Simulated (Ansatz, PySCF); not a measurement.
C4H8OSi, SMILES C(=C1/CCO1)/[SiH3]. Atoms are numbered in the order given.

```xyz
14

Si     2.2310    -0.0643     0.4396
C      0.8230     0.2691    -0.7197
C     -0.4554     0.1241    -0.3559
C     -1.2347    -0.2847     0.8793
C     -2.4537    -0.0267    -0.0266
O     -1.5753     0.3386    -1.1168
H      1.6807    -0.4946     1.7613
H      3.1294    -1.1448    -0.0691
H      3.0759     1.1494     0.6556
H      0.9980     0.5991    -1.7504
H     -1.0849    -1.3250     1.2014
H     -1.1248     0.3866     1.7428
H     -3.0646    -0.9064    -0.2822
H     -3.1048     0.8132     0.2616
```

Coordinates come from a ωB97X-D3(BJ)/def2-SVP optimisation. The structure was generated by enumeration; whether it is a known compound was not checked.

Two levels are set side by side: PBE-D3(BJ)/def2-SVP (Ansatz, a quantum-chemistry and plane-wave program) and ωB97X-D3(BJ)/def2-SVP (PySCF). Each level has its own optimised geometry; the coordinates shown are those of the second. Frequencies come from the Hessian of PySCF at each geometry. Differences are taken from unrounded values.

```csv
quantity,ωB97X-D3(BJ),PBE-D3(BJ),PBE-D3(BJ) minus ωB97X-D3(BJ)
mean bond length (Å),1.360,1.369,0.009
bond Si1–C2 (Å),1.854,1.857,0.003
bond C2–C3 (Å),1.337,1.349,0.012
bond C3–C4 (Å),1.517,1.517,0.000
bond C3–O6 (Å),1.371,1.382,0.011
bond C4–C5 (Å),1.541,1.543,0.002
bond C5–O6 (Å),1.447,1.460,0.013
bond Si1–H7 (Å),1.495,1.508,0.013
bond Si1–H8 (Å),1.495,1.508,0.014
bond Si1–H9 (Å),1.495,1.508,0.014
bond C2–H10 (Å),1.096,1.104,0.008
bond C4–H11 (Å),1.099,1.107,0.008
bond C4–H12 (Å),1.099,1.107,0.008
bond C5–H13 (Å),1.101,1.110,0.009
bond C5–H14 (Å),1.101,1.110,0.009
highest harmonic wavenumber (cm⁻¹),3199,3097,-103
mean harmonic wavenumber (cm⁻¹),1321,1264,-58
zero-point energy (kcal/mol),68.01,65.03,-2.98
```

GGA bonds tend to be longer and softer than those of functionals with exact exchange. Differences between two approximate levels are no errors against the true value.
